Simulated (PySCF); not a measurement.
Series: H2E=E'H2. Isolated molecules, 0 K electronic values unless said otherwise. One relaxed conformer stands for each flexible species; it need not be the lowest. Strings in code marks are SMILES.

The numbers are results of PBE-D3(BJ)/def2-TZVP // CAM-B3LYP-D3(BJ)/def2-TZVP run with PySCF, not measurements. Excitations are Tamm–Dancoff values on a coarser integration grid. The basis has no diffuse functions, so Rydberg states are missing or too high.

```tsv
species	T1 excitation (TDA) (eV)	dipole moment (D)	brightest of the four lowest singlets (TDA) (eV)	S1 excitation (TDA) (eV)	S1 oscillator strength
`[SiH2]=C`	2.72	0.60	5.66	5.66	(withheld)
`[CH2]=[GeH2]`	2.62	0.63	5.68	5.68	(withheld)
`BN`	5.80	2.08	(withheld)	6.97	0.000
`[AlH2][NH2]`	(withheld)	1.40	5.75	5.75	0.101
`[NH2][GaH2]`	(withheld)	–	(withheld)	(withheld)	0.121
`C=[NH2+]`	5.77	–	10.40	7.66	0.000
`[CH2]=[SnH2]`	(withheld)	0.79	4.89	4.54	0.041
```

Question: What belongs in the gaps?

Answer: 
- `[SiH2]=C`, S1 oscillator strength: 0.321
- `[CH2]=[GeH2]`, S1 oscillator strength: 0.017
- `BN`, brightest of the four lowest singlets (TDA) (eV): 8.30
- `[AlH2][NH2]`, T1 excitation (TDA) (eV): 4.43
- `[NH2][GaH2]`, T1 excitation (TDA) (eV): 4.16
- `[NH2][GaH2]`, brightest of the four lowest singlets (TDA) (eV): 5.72
- `[NH2][GaH2]`, S1 excitation (TDA) (eV): 5.72
- `[CH2]=[SnH2]`, T1 excitation (TDA) (eV): 2.12
